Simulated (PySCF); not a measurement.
CH₅FO₃Si, SMILES CO[Si](O)(O)F. Geometry optimised at r2SCAN-D4/def2-SVP. The structure was generated by enumeration, and PubChem lists no compound with its InChIKey, so it may never have been made. One conformer was computed; it need not be the lowest.

### Question
Give the equilibrium geometry at r2SCAN-D4/def2-SVP (PySCF confirms it by a frequency run) as a Z-matrix. (Estimate from the structure and the level; the computed values follow.)

### Answer
Several could match; the one computed here: 
```
Si
F 1 1.6228
O 1 1.6342 2 107.94
C 3 1.4159 1 123.75 2 55.68
H 4 1.1000 3 108.39 1 -175.85
H 4 1.1039 5 108.52 3 120.87
H 4 1.1045 5 108.54 6 117.91
O 1 1.6366 2 109.03 3 119.21
H 8 0.9635 1 117.81 2 63.53
O 1 1.6368 2 109.31 3 -120.42
H 10 0.9638 1 117.28 2 63.51
```
